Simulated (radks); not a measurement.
Task: Rb3+, configuration [Ar] 3d10 4s2 4p3 7s1 (not the ground configuration). Method: scalar-relativistic Kohn-Sham, PBE, spin-polarised, spherical densities, finite nucleus; open shells are filled with parallel spins first (spin-orbit coupling, left out, can overturn this in heavy ions); Fermi nuclear charge, rms radius 4.2036 fm; computed with a radial shooting solver on a logarithmic mesh with Libxc functionals. Some entries of the table are withheld. Estimate them.

orbital,occ.,eigenvalue (eV),r(max) (bohr)
1s up,1,-15083.53,0.02629
1s down,1,-15083.18,0.02629
2s up,1,-2057.328,0.1495
2s down,1,-2057.133,0.1496
2p up,3,-1829.543,0.1196
2p down,3,-1829.215,0.1196
3s up,1,-346.5070,0.4507
3s down,1,-346.0613,0.4508
3p up,3,-273.3926,0.4461
3p down,3,-272.8875,0.4463
3d up,5,-152.4396,0.3927
3d down,5,-151.8417,0.3927
4s up,1,-76.2856,1.227
4s down,1,-72.2642,1.216
4p up,3,(1),1.346
4p down,0,(2),1.339
7s up,1,(3),9.329

Result: 
(1) 4p up eigenvalue (eV): -58.3298
(2) 4p down eigenvalue (eV): -54.3024
(3) 7s up eigenvalue (eV): -8.7106
